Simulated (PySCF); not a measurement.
## C7H10Si: calculation and literature

Mapped SMILES: `[CH3:1][SiH2:2][c:3]1[cH:4][cH:5][cH:6][cH:7][cH:8]1`. Hydrogens are named by the atom that carries them.

Published estimates (parent shift plus substituent increments) and measurements: δ ¹³C C4/C8 134.8; C6 129.5; C5/C7 128.0 ppm (estimated from measurements, as parent shift plus tabulated substituent increment; solution, not stated per compound (mostly CDCl3 or CCl4); Pretsch, Buehlmann, Badertscher, Structure Determination of Organic Compounds, 4th ed. (2009)).

[PySCF: PBE0/pcSseg-1 with gauge-including orbitals; PBE0-D3(BJ)/def2-SVP structure; a single conformation; isolated molecule; no relativistic terms; one averaged value for each set of equivalent atoms]

Problem. What does the calculation give, and how does it compare?

Solution. 
Reference values: estimated from measurements, as parent shift plus tabulated substituent increment (solution, not stated per compound (mostly CDCl3 or CCl4); Pretsch, Buehlmann, Badertscher, Structure Determination of Organic Compounds, 4th ed. (2009)).
```
atoms  quantity  reference  computed  computed, scaled
C4/C8     δ ¹³C      134.8     140.6             135.9
   C6     δ ¹³C      129.5     135.1             130.6
C5/C7     δ ¹³C      128.0     133.4             128.9
```

Computed shifts are σ(ref) − σ with the named reference compound (TMS for H and C) calculated as an isolated molecule at the same level. The measured values may be among those fitted. Scaled to experiment by linear calibration (H and C: mostly CDCl3 data, vs TMS): ¹³C (scatter 2.0 ppm rms, 2.2 ppm with the 3 outliers that the fit left out). A few per cent of atoms miss by over 2 rms, more outside the fitted compound classes.

Problem. How far are the unscaled ¹³C shifts from the references?

Solution. Mean signed difference +5.60 ppm, mean absolute 5.60 ppm over 3 comparisons; the largest is +5.8 ppm at C4/C8 (aromatic CH).
